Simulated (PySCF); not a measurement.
**Computed vibrations of [Tb(NH3)3]3+**

[Tb(NH3)3]3+ (singlet in the valence; each metal's 4f electrons, 8 of them, lie in its core potential, out of spins and levels). PySCF 2.14.0, RKS PBE0, Tb lcecp-1-SVP with ECP54, N def2-SVP, H def2-SVP; non-relativistic Hamiltonian with scalar-relativistic core potentials where named; density fitting; no spin-orbit coupling. Central differences of gradients.

```xyz
13

Tb    0.0000    0.0000   -0.1930
N     2.2833   -0.0009    0.5762
H     2.4964   -0.6116    1.3865
H     2.9817   -0.3081   -0.1276
H     2.6573    0.9175    0.8784
N    -1.1409    1.9779    0.5762
H    -0.7186    2.4678    1.3865
H    -1.2240    2.7363   -0.1276
H    -2.1233    1.8425    0.8784
N    -1.1424   -1.9770    0.5762
H    -1.7779   -1.8562    1.3865
H    -1.7577   -2.4282   -0.1276
H    -0.5340   -2.7600    0.8784
```

Run from Python with OMP_NUM_THREADS=2. Where DIIS fails, smearing, a level shift and second-order steps follow.
It took 2.4 min on 2 threads of Arm Neoverse V1 (shared host).

(1) What are the harmonic wavenumbers and infrared intensities?

(2) Is this a minimum?

An lcecp potential fixes the number of 4f electrons, so in runs with it no electron can move into or out of that shell.

Answers

(1) Modes are labelled in C3; negative numbers are unstable modes, those under 60 cm⁻¹ near the noise; a finer grid moves soft modes by up to 10 cm⁻¹.
```
cm⁻¹  km/mol  symmetry
 -38       –         e
 -38       –         e
 -31       –         a
  54    11.7         a
  78     5.3         e
  78     5.3         e
 363     0.1         a
 366     7.5         e
 366     7.5         e
 636     0.3         a
 653    34.6         e
 653    34.6         e
 684    73.5         e
 684    73.5         e
 685   174.8         a
1415   190.6         e
1415   190.6         e
1421    36.7         a
1604    89.7         a
1605    65.8         e
1605    65.8         e
1608    17.1         e
1608    17.1         e
1609    49.4         a
3345   346.3         e
3345   346.3         e
3355    13.6         a
3413    35.8         e
3413    35.8         e
3415   430.8         a
3423    50.7         a
3425   225.1         e
3425   225.1         e
```

(2) Probably not: 3 unstable, though so soft as to be near the noise; the lowest moves the atoms so:
```
Tb   0.00  0.00  0.00
N    0.01  0.02 -0.02
H    0.08 -0.22 -0.22
H    0.03  0.32 -0.13
H   -0.10 -0.04  0.27
N    0.01  0.00  0.00
H   -0.24 -0.25  0.28
H    0.41  0.18  0.14
H   -0.14  0.08 -0.43
N   -0.01  0.01  0.02
H   -0.10  0.05 -0.06
H    0.10 -0.07 -0.01
H   -0.01  0.06  0.16
```
